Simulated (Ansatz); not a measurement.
Start from `C#[C][SnH2][C]#C` and change one atom or group to get `C#[C][SnH3]`.

Ansatz, PBE0-D4/def2-TZVP geometries, multiplicity 1. 

Elements past krypton have def2 core potentials.

```
                                      property  `C#[C][SnH2][C]#C`
           HOMO energy (B3LYP/def2-TZVPP) / eV               -7.88
             HOMO energy (PBE/def2-TZVPP) / eV               -6.93
size of the dipole moment (PBE/def2-TZVPP) / D                0.15
       HOMO–LUMO gap (ωB97M-V/def2-TZVPP) / eV               11.85
         HOMO energy (ωB97M-V/def2-TZVPP) / eV              -10.35
zero-point energy (PBE0-D4/def2-TZVP) / kJ/mol               133.6
```

Q: Give the same properties after the change, and the shifts. (Estimate.)

A: The calculation gave: 
```csv
property,`C#[C][SnH3]`,shift
HOMO energy (B3LYP/def2-TZVPP) / eV,-7.85,0.03
HOMO energy (PBE/def2-TZVPP) / eV,-6.90,0.03
size of the dipole moment (PBE/def2-TZVPP) / D,0.26,0.11
HOMO–LUMO gap (ωB97M-V/def2-TZVPP) / eV,11.93,0.08
HOMO energy (ωB97M-V/def2-TZVPP) / eV,-10.35,0.00
zero-point energy (PBE0-D4/def2-TZVP) / kJ/mol,101.5,-32.1
```

The zero-point energy changes by -32.1 kJ/mol with -6 modes. Dipoles are sizes alone; their direction can turn.

B3LYP here is the variant with VWN-RPA as its local correlation; programs differ in this.
